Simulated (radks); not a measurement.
Problem. Numerical settings for neutral holmium, [Xe] 4f11 6s2. Calculated with a radial shooting solver on a logarithmic mesh with Libxc functionals: scalar-relativistic Kohn-Sham, PBEsol, spin-unpolarised, spherical densities, finite nucleus; Fermi nuclear charge, rms radius 5.2022 fm. The defaults (mesh step 0.008 in ln r, mesh end at 40 bohr or more with all orbitals vanishing there, Anderson mixing 0.5 over 9 steps, residual threshold near 1e-9 with the energy settled to 1e-9 hartree or 1e-11 of itself, here a cap of 68 iterations) give E = -12611.0624 hartree and 4f at -3.192 eV in 16 iterations. Run on one thread of a shared host, so times are rough (Intel(R) Xeon(R) Platinum 8488C): 0.26 s of CPU time, 0.26 s wall, 16 iterations on 2440 mesh points. One setting is changed at a time: mesh step in ln r 0.02; mesh step in ln r 0.005; mesh step in ln r 0.03; mesh end (bohr) 8; mesh end (bohr) 400; residual threshold 1e-05; residual threshold 0.1; mixing 1.5; linear mixing, mixing 0.05; linear mixing, mixing 0.8; mixing history 20; iteration cap 5. Which runs fail to converge, and which converge to a wrong energy?

Solution. Not converged within the cap: linear mixing, mixing 0.05; linear mixing, mixing 0.8; iteration cap 5. Settings that end as converged yet miss the energy by more than 1 mhartree: mesh end (bohr) 8 (+0.0154 hartree).
